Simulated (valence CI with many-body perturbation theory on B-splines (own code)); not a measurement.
# Forbidden lines of Ir LXIV

Method: relativistic CI+MBPT: four valence electrons over a frozen Dirac-Fock core [Ne], radial functions for each j: 11 s, 11 p, 10 d, 8 f, 5 g, 2 h, with the one-electron correlation potential Σ1 (screened to all orders), the two-electron term Σ2, the three-electron term Σ3, Breit, model QED; selected single and double excitations, second order for the rest, scaled by the run's own slope (own B-spline code, finite nucleus).

The last digits are not significant, and no measured levels were compared; by estimate large intervals hold to a few tenths of a per cent, small ones and those within an open d or f shell to about a per cent. Among the levels kept, up to 600 cm⁻¹ of a level comes from second order outside the variational space, and about a tenth of that is noise between levels of different J, which matters for small intervals.

Lines 1 to 8 of 8 in falling wavelength, among levels below 147.47 Ry, chosen from the decays that carry over 1 % of a level's rate. Wavelengths and rates use the calculated energies. Electric multipoles are in the length gauge, E1 and E2 with the static RPA response of the core. Weak lines are less certain than strong ones. Lines between different terms over intervals too small for the method are left out, as are lines whose strength nearly cancels.

Levels are named by their leading jj configuration (3d3/2^4 stands for four electrons in 3d with j = 3/2), which in mixed levels can hold well under half, so a name can repeat and another be missing. Letters in brackets count levels of one name in rising energy.

```json
{"λ vac (Å)": "32.34", "Upper": "(3s 3p1/2 3p3/2 3d5/2) J=4 [a]", "Lower": "(3s 3p1/2^2 3d5/2) J=3", "Type": "M1", "A (s⁻¹)": "3.64e+08", "Branch %": "2.7"}
{"λ vac (Å)": "29.92", "Upper": "(3s^2 3p3/2 3d5/2) J=4", "Lower": "(3s^2 3p1/2 3d5/2) J=3", "Type": "M1", "A (s⁻¹)": "3.68e+08", "Branch %": "44.4"}
{"λ vac (Å)": "29.33", "Upper": "(3s^2 3p1/2 3p3/2) J=1", "Lower": "(3s^2 3p1/2^2) J=0", "Type": "M1", "A (s⁻¹)": "4.73e+08", "Branch %": "100.0"}
{"λ vac (Å)": "28.81", "Upper": "(3s^2 3p3/2^2) J=2", "Lower": "(3s^2 3p1/2 3p3/2) J=2", "Type": "M1", "A (s⁻¹)": "3.69e+08", "Branch %": "10.1"}
{"λ vac (Å)": "28.67", "Upper": "(3s^2 3p1/2 3p3/2) J=2", "Lower": "(3s^2 3p1/2^2) J=0", "Type": "E2", "A (s⁻¹)": "9.78e+06", "Branch %": "100.0"}
{"λ vac (Å)": "28.17", "Upper": "(3s^2 3p3/2^2) J=2", "Lower": "(3s^2 3p1/2 3p3/2) J=1", "Type": "M1", "A (s⁻¹)": "3.75e+08", "Branch %": "10.3"}
{"λ vac (Å)": "27.45", "Upper": "(3s^2 3p3/2^2) J=0", "Lower": "(3s^2 3p1/2 3p3/2) J=2", "Type": "E2", "A (s⁻¹)": "3.07e+07", "Branch %": "1.8"}
{"λ vac (Å)": "26.87", "Upper": "(3s^2 3p3/2^2) J=0", "Lower": "(3s^2 3p1/2 3p3/2) J=1", "Type": "M1", "A (s⁻¹)": "8.40e+08", "Branch %": "49.3"}
```
